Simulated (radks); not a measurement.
Values are calculated unless marked as measured or tabulated.
Eu IV, configuration [Kr] 4d10 4f6 5s1 5p6 6s1 (not the ground configuration). Code: a radial shooting solver on a logarithmic mesh with Libxc functionals. Model: Dirac Kohn-Sham, BP86, spin-unpolarised, spherical densities, finite nucleus; open shells are shared between the two j in proportion to 2j + 1; Fermi nuclear charge, rms radius 5.1115 fm.

Normalised radial functions P(r) = r R(r) (large component), r in bohr:

```
   r/bohr * 4d5/2, o 5p1/2, + 6s1/2 (the largest magnitude, 1.37, reaches the edge; | marks zero, & curves that meet)
 0.004105                             &+
 0.006425                             *&
  0.01006                             *&
  0.01562                             *+o
  0.02444                             +* o
  0.03825                            +| * o
  0.05987                           + |   o *
  0.09371                            +o           *
   0.1467                       o     | +            *
   0.2296                         o   | +     *
   0.3565                *         +  |      o
   0.5579  *                       +  |      o
   0.8733           *       o         |     +
    1.367          o             *    |   +
    2.139                   &         *
    3.348                 +         o *
    5.241                         +   &
    8.138                             &
```

4d5/2: eigenvalue -171.15 eV, 1 radial node at r = 0.275 bohr, <r> = 0.655 bohr, 90 % of the charge inside 0.984 bohr. 5p1/2: eigenvalue -59.296 eV, 3 radial nodes at r = 0.0919, 0.274, 0.691 bohr, <r> = 1.47 bohr, 90 % of the charge inside 2.13 bohr. 6s1/2: eigenvalue -24.680 eV, 5 radial nodes at r = 0.0272, 0.108, 0.280, 0.648, 1.57 bohr, <r> = 3.04 bohr, 90 % of the charge inside 4.29 bohr.
